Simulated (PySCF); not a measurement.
r2SCAN on Sc⁻ (scandium, charge -1), [Ar] 3d2 4s2, high-spin 3F determinant. Computed with PySCF 2.14 in aug-cc-pVDZ, with the non-relativistic Hamiltonian (point nucleus).

```
cycle= 5 E= -760.587802659586  delta_E= -0.000165  |g|= 0.00749  |ddm|= 0.199
cycle= 6 E= -760.587885712248  delta_E= -8.31e-05  |g|= 0.0011  |ddm|= 0.0695
cycle= 7 E= -760.587888338601  delta_E= -2.63e-06  |g|= 8.94e-05  |ddm|= 0.0142
cycle= 8 E= -760.587888490903  delta_E= -1.52e-07  |g|= 5.4e-05  |ddm|= 0.00717
cycle= 9 E= -760.587888516995  delta_E= -2.61e-08  |g|= 2.64e-05  |ddm|= 0.0037
cycle= 10 E= -760.587888535595  delta_E= -1.86e-08  |g|= 2.44e-05  |ddm|= 0.00294
cycle= 11 E= -760.587888587123  delta_E= -5.15e-08  |g|= 1.92e-05  |ddm|= 0.00849
cycle= 12 E= -760.587888446993  delta_E= 1.4e-07  |g|= 0.000422  |ddm|= 0.105
cycle= 13 E= -760.587888796131  delta_E= -3.49e-07  |g|= 0.000124  |ddm|= 0.0357
cycle= 14 E= -760.587888792445  delta_E= 3.69e-09  |g|= 0.000102  |ddm|= 0.0107
cycle= 15 E= -760.587888811626  delta_E= -1.92e-08  |g|= 4.94e-05  |ddm|= 0.00523
cycle= 16 E= -760.587888819019  delta_E= -7.39e-09  |g|= 9.95e-06  |ddm|= 0.00888
cycle= 17 E= -760.587888819261  delta_E= -2.42e-10  |g|= 5.46e-07  |ddm|= 0.00143
converged SCF energy = -760.587888819261  <S^2> = 2.0400526  2S+1 = 3.0265839
```

Highest occupied orbital energy: 1.787 eV; ⟨L²⟩ = 12.00; populations by l: s 8.00, p 12.00, d 2.00, f 0.00.

Problem. Can this result be used?

Solution. With care. The run converged. The configuration of this anion was assumed by filling the next shell in order. It is not the known or likely ground configuration (Ca⁻, Sr⁻ and Ba⁻, for instance, bind a p electron), so these values are not the electron affinity of the element. At r2SCAN the highest occupied level has a positive energy, so only the finite basis holds that electron.
